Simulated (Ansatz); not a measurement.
The cluster Mo₂N₂. Total charge 0; singlet. Geometry PBE-D4/def2-TZVP; atoms count from 1.

```xyz
4

Mo   -0.303   -1.284    0.302
Mo    0.303    1.284   -0.302
N     1.066   -0.121    0.557
N    -1.066    0.121   -0.557
```

In the def2 sets Mo takes a core potential; there is no spin–orbit coupling. The restricted singlet is unstable towards broken spin symmetry in Hartree–Fock (as tested in another run); at PBE0-D4/def2-TZVP this wasn't settled. Another isomer (quintet) lies 1.24 eV lower at PBE0-D4/def2-TZVP; other spin states weren't run for this one.

Q: Estimate the Mulliken populations from the PBE0/def2-TZVP orbitals of Ansatz.

A: 
| atom | charge (e) | d electrons |
| --- | --- | --- |
| Mo1 | 0.69 | 4.76 |
| Mo2 | 0.69 | 4.76 |
| N3 | -0.69 | – |
| N4 | -0.69 | – |
Mulliken values depend strongly on the basis.

Q: And the Mayer bond orders between heavy atoms (over 0.3)?

A: Mo1–Mo2 0.95 (2.71 Å); Mo1–N3 1.61 (1.81 Å); Mo1–N4 1.61 (1.81 Å); Mo2–N3 1.61 (1.81 Å); Mo2–N4 1.61 (1.81 Å).
